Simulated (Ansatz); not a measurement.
Consider the formal hydrolysis of a Ge–F bond: `[F][GeH]1[O]C[S]1` + H₂O → `[OH][GeH]1[O]C[S]1` + H–F.

Isolated molecules relaxed with PBE0-D4/def2-TZVP in Ansatz; ΔE leaves out vibrations. CCSD(T)/CBS is the MP2 limit (def2-TZVPP, def2-QZVPP) plus CCSD(T) − MP2 in def2-TZVPP, frozen cores. This one scheme is used for every species. For Ge outer-core shells are correlated without core-valence functions, which leaves a few kJ/mol of doubt a bond. Scalar relativity is left out up to krypton. Each species was taken in one conformer, which may not be the lowest.

| species | CCSD(T)/CBS(def2) energy (Eh) |
| --- | --- |
| `[F][GeH]1[O]C[S]1` | -2688.76176 |
| H₂O | -76.37941 |
| `[OH][GeH]1[O]C[S]1` | -2664.73824 |
| H–F | -100.39570 |

Work out ΔE.

ΔE = (-2664.73824) + (-100.39570) − (-2688.76176) − (-76.37941) = 0.00723 Eh = +19.0 kJ/mol.

Largest T1 diagnostic among the species: 0.013.

In def2-TZVPP, CCSD(T) changes the Hartree–Fock value by −10.1 kJ/mol (the triples alone add −1.4 kJ/mol) and MP2 by −12.8 kJ/mol. The D4 term adds −3.3 kJ/mol with B3LYP and −1.9 kJ/mol with PBE0; it sums over pairs of atoms, weighted by their polarisabilities, and B3LYP, whose exchange is more repulsive, gets the larger term.

B3LYP here is the variant with VWN-RPA as its local correlation; programs differ in this.
